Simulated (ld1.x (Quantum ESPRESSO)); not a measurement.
Before and after: TM potential for bismuth (Bi)

Bi (Z = 83), norm-conserving Troullier–Martins (Kleinman–Bylander form), made with ld1.x (Quantum ESPRESSO) 7.5 (PBEsol, scalar-relativistic). Core [Xe] 4f14, reference 5d10 6s2 6p1 (charge +2). Waves: 6p (bound): rc 2.35 bohr; 5d (bound): rc 1.45 bohr; 6s (bound): rc 1.75 bohr. Local part: the s channel. Core correction: a·sin(br)/r model core, default radius (core density twice the valence density).

Change: wave 6s (bound): rc 1.75 bohr becomes 6s (bound): rc 1.98 bohr.

Cutoffs: the cutoffs (Ry, on a coarse ladder) from which the occupation-weighted sum of valence levels, in a spherical-Bessel basis at the reference potential, stays within 10 and 1 mRy of its value at 400 Ry; they do not see the model core or the augmentation charge, which bear on the density cutoff. Errors are all-electron minus pseudo energies relative to the spin-unpolarised reference configuration.

Problem. Predict the effect on cutoff, ghosts and configuration errors.

Solution. The potential gets neither clearly harder nor softer (55 Ry and 100 Ry → 55 Ry and 100 Ry); the d channel sets the loose cutoff, while the largest relative change is in s, which becomes softer; of the 7 tests that both files solve, the error grows in 0 and shrinks in 1 by more than 15 % and 0.3 meV (median size 11.7 → 11.7 meV); neither file shows a bound ghost.

```csv
quantity,base,changed
"cutoff, loose",55 Ry,55 Ry
"cutoff, tight",100 Ry,100 Ry
loose cutoff by channel (10 mRy a level),"p 10 Ry, d 50 Ry, s 25 Ry","p 10 Ry, d 50 Ry, s 21 Ry"
bound ghosts,none,none
"error for 5d10 6s2 6p3, meV [ΔE -23.24 eV]",+15,+15
"error for 5d10 6s2 6p2, meV [ΔE -15.29 eV]",+8.1,+8.1
"error for 5d10 6s2 6p0, meV [ΔE 23.36 eV]",-14,-14
"error for 5d10 6s1 6p0, meV [ΔE 68.84 eV]",-42,-44
"error for 5d10 6s1 6p4, meV [ΔE -13.12 eV]",-2.5,-1.2
"error for 5d10 6s2 6p2.5, meV [ΔE -20.13 eV]",+12,+12
"error for 5d10 6s1 6p3, meV [ΔE -4.43 eV]",-6.2,-5.3
s: phases at 2.55 bohr within 0.05 rad from the reference energy up to (Ry; the scan ends near 5),1.1,1.3
p: phases at 2.55 bohr within 0.05 rad from the reference energy up to (Ry; the scan ends near 5),2.4,2.4
d: phases at 2.55 bohr within 0.05 rad from the reference energy up to (Ry; the scan ends near 5),-0.6,-0.7
```
